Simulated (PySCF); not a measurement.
**Electron correlation in O⁺ (oxygen, charge +1)**

[He] 2s2 2p3, high-spin 4S determinant. Calculation: PySCF 2.14, in dyall-av3z; scalar relativity by spin-free X2C-1e. Frozen: 1s2; 5 electrons correlated; the 14 highest virtual orbitals of each spin left out.

```csv
level,correlation energy (mhartree)
CCSD,-117.29
(T),-1.78
CCSD(T),-119.07
```

Diagnostics: T1 = 0.0043, D1 = 0.0103, largest double amplitude 0.030.

Task: Is a single reference adequate?

Result: Yes: T1 lies below 0.03 and no double amplitude reaches 0.07.
